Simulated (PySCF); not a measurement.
# A ladder of Hamiltonians for Sn⁴⁶⁺ (tin, charge +46)

Occupied: 1s1/2, 2s1/2. Hartree-Fock calculated with PySCF 2.14 in an uncontracted even-tempered set (19 s from 8.1 bohr⁻², ratio 2.3; 14 p from 9.7 bohr⁻², ratio 2.3), Gaussian nucleus throughout. NR is non-relativistic, sf-X2C the spin-free one-electron X2C Hamiltonian, X2C adds the bare one-electron spin-orbit term, X2C-SNSO screens it by Boettger's factors, DC is four-component Dirac-Coulomb, and the Gaunt and Breit terms are added at first order (total energies over the DC spinors, levels after relaxing the spinors in that mean field). QED terms are absent. Levels marked empty are virtual spinors of this ion.

| level (eV) | NR | sf-X2C | X2C | X2C-SNSO |
| --- | --- | --- | --- | --- |
| 1s1/2 | -32642.2 | -33753.7 | -33753.7 | -33753.7 |
| 2s1/2 | -7770.2 | -8104.3 | -8104.3 | -8104.3 |
| 2p1/2 (empty) | -7488.8 | -7615.7 | -7803.6 | -7795.5 |
| 2p3/2 (empty) | -7488.8 | -7615.7 | -7531.5 | -7534.8 |
| 3s1/2 (empty) | -3309.3 | -3420.9 | -3420.9 | -3420.9 |

Question: Where do the four-component calculations put these levels?

Answer: 1s1/2: DC -33778.1, DC+Gaunt -33727.8, DC+Breit -33728.3; 2s1/2: DC -8106.9, DC+Gaunt -8101.2, DC+Breit -8101.8; 2p1/2 (empty): DC -7797.9, DC+Gaunt -7787.3, DC+Breit -7788.8; 2p3/2 (empty): DC -7535.3, DC+Gaunt -7529.3, DC+Breit -7530.8; 3s1/2 (empty): DC -3421.6, DC+Gaunt -3420.0, DC+Breit -3420.3 (eV).

| Hamiltonian | E (hartree) | E − E(DC) (hartree) | CPU seconds |
| --- | --- | --- | --- |
| NR | -3047.1822 | 112.6395 | 0.38 |
| sf-X2C | -3158.8075 | 1.0143 | 0.22 |
| X2C | -3158.8075 | 1.0143 | 0.22 |
| X2C-SNSO | -3158.8075 | 1.0143 | 0.22 |
| DC | -3159.8217 | 0.0000 | 4.1 |
| DC+Gaunt | -3157.7250 | 2.0967 | 7 |
| DC+Breit | -3157.7675 | 2.0543 | 54 |

Weight of the small component: 1s1/2 0.0340, 2s1/2 0.00807, 2p1/2 0.00793, 2p3/2 0.00765, 3s1/2 0.00338.

Koopmans' value for the highest occupied level at DC+Breit: 8101.8 eV, against an ionisation energy of 8103 ± 7 eV (semi-empirical (NIST evaluation); NIST Atomic Spectra Database, ionization energies); the former lacks relaxation, correlation, QED and recoil.

The whole ladder took 67 s of wall time on 1 thread of Neoverse-V1 (shared host), launched as `OMP_NUM_THREADS=1 python relrun2.py TASK.json OUT` (a driver that calls PySCF for each Hamiltonian).
